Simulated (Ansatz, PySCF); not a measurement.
Gas-phase reaction 1.5 R1 → P1, each structure at its B3LYP-D3(BJ)/def2-TZVP stationary point, reached from a drawn start (curvature not checked).
P1, O3 (SMILES O=[O+][O-]) (charge 0, multiplicity 1, Z-matrix in Å and degrees):
```
O
O 1 1.2536
O 1 1.2536 2 118.29
```
R1: O2 (SMILES O=O), charge 0, multiplicity 3.

P less R. No zero-point or thermal terms; singlets are restricted closed shells; open shells are unrestricted; no spin–orbit coupling.

Cores are frozen in the correlated methods.

Codes used: Ansatz (Gaussian orbitals); PySCF for the D3/D4 terms. Each number belongs to the level named beside it.

Total energies in hartree:

| structure | PBE/def2-TZVPP | B3LYP-D3(BJ)/def2-TZVPP | CCSD(T)/cc-pVQZ |
|---|---|---|---|
| P1 | -225.323025 | -225.513509 | -225.201791 |
| R1 | -150.248611 | -150.390215 | -150.173871 |

Question: Work out the reaction energy at each level in kcal/mol (1 hartree = 627.50947 kcal/mol), and say how far PBE/def2-TZVPP lies from CCSD(T)/cc-pVQZ.

Answer: 
- PBE/def2-TZVPP: (-225.323025) − 1.5 × (-150.248611) = 0.049892 hartree = 31.31 kcal/mol
- B3LYP-D3(BJ)/def2-TZVPP: (-225.513509) − 1.5 × (-150.390215) = 0.071814 hartree = 45.06 kcal/mol
- CCSD(T)/cc-pVQZ: (-225.201791) − 1.5 × (-150.173871) = 0.059016 hartree = 37.03 kcal/mol
PBE/def2-TZVPP less CCSD(T)/cc-pVQZ: -5.72 kcal/mol. CCSD(T)/cc-pVQZ is the level counted from, the highest shown, and no exact or measured value.

Doubts at one or more of the structures used: other coupled-cluster roots may lie near (CCSD(T)/cc-pVQZ).

Ansatz is a program for electronic structure.
